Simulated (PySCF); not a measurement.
Input of a run (PBE0-D3(BJ)/def2-SVP geometry optimisation, gas phase, def2 core potentials past Kr (PySCF 2.14.0)), started from GFN2-xTB:
```
{"job": {"xc": "PBE0", "basis": "def2-SVP", "d3": "d3bj", "grid": 1, "maxiter": 30, "shake": 0.03, "kind": "geom"}, "charge": 0, "multiplicity": 1}
W      0.061060    -0.076600     0.035300
C     -0.010430    -0.002580     1.873400
H     -0.049860     0.008760     2.933650
N      2.027450    -0.020330    -0.421790
H      2.209200    -0.055480    -1.428820
H      2.753970    -0.018570     0.160900
N     -0.915280     1.675030    -0.411690
H     -1.307370     2.429780     0.150440
H     -1.095870     1.945780    -1.340890
N     -0.996030    -1.667710    -0.363080
H     -1.165780    -1.926720    -1.350100
H     -1.395600    -2.374100     0.213670
```

Output (energies in Eh, forces in Eh/bohr):
```
step   0  E = -273.28034160  max force = 0.115456
step   1  E = -273.30304762  max force = 0.070067
step   2  E = -273.30709699  max force = 0.028887
step   3  E = -273.30811103  max force = 0.007388
step   4  E = -273.30827295  max force = 0.002621
step   5  E = -273.30832378  max force = 0.000792
step   6  E = -273.30833572  max force = 0.000544
step   7  E = -273.30833941  max force = 0.000229
optimisation converged
```

Summarise the run.

The energy falls by 73.5 kJ/mol over 8 energy and gradient evaluations, the largest force component goes from 0.1155 to 2.3e-04 Eh/bohr, and the atoms move by 0.075 Å rms after alignment. The bond that changes most is W1–C2 (ends: tungsten bonded to C and 3 N; carbon bonded to W and H), which shortens by 0.098 Å. Bonds longer at the end by more than 0.005 Å: 5 of 11; shorter: 6. Among the angles that change most is W1–N4–H5, from 113.2° to 122.1°. The energy never rose by more than 1e-6 Eh on the way. The first step brought 81 % of the lowering.

What are the final bond lengths?

W1–C2 1.743 Å, W1–N4 1.962 Å, W1–N7 1.962 Å, W1–N10 1.962 Å, C2–H3 1.093 Å, N4–H5 1.019 Å, N4–H6 1.014 Å, N7–H8 1.013 Å, N7–H9 1.019 Å, N10–H11 1.019 Å, N10–H12 1.014 Å. Numbering counts from 1 in the input's order; the species is W(CH)(NH2)3 (`[CH]#[W]([NH2])([NH2])[NH2]`).

The run used 123 basis functions and 62 SCF cycles in all. Time: 61 s wall; peak memory 0.49 GiB. Hardware: one thread, AMD EPYC 7R43 (x86_64), no GPU, on a shared host.

Stationary, but not proved a minimum.
